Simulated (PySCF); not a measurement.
## Energy of Cr (chromium, neutral) between two integer charges

The 4s alpha orbital of [Ar] 3d5 4s1 is emptied in steps (occupation f), with all orbitals relaxed, ending at [Ar] 3d5. Calculation: PySCF 2.14, in jorge-DZP-DKH (8s6p2d1f, 43 functions); scalar relativity by spin-free X2C-1e. The exact energy is a straight line in f; departures are measured from the line between the end points of the same method.

```csv
f,BHandHLYP (eV),wB97X (eV),MN15 (eV)
1,0.000,0.000,0.000
0.9,-0.130,-0.020,-0.130
0.7,-0.304,-0.046,-0.298
0.5,-0.362,-0.052,-0.350
0.3,-0.304,-0.042,-0.290
0.1,-0.130,-0.016,-0.123
0,0.000,0.000,0.000
```

Problem. For wB97X, how does the orbital energy at f = 1 compare with the removal energy?

Solution. −ε = 6.097 eV against a total-energy difference of 6.325 eV. By Janak's theorem ε = ∂E/∂f, so the gap between them reflects the curvature. Along the path −ε is 6.148 (f = 0.9), 6.247 (f = 0.7), 6.338 (f = 0.5), 6.417 (f = 0.3), 6.481 (f = 0.1) eV.

```csv
method,E(f=0) − E(f=1) (eV),−ε at f=1 (eV),−ε at f=0.5 (eV)
BHandHLYP,6.478,5.032,6.479
wB97X,6.325,6.097,6.338
MN15,6.491,5.041,6.517
```

Reference removal energy between the ground levels: 6.767 eV (measured; NIST Atomic Spectra Database, ionization energies).
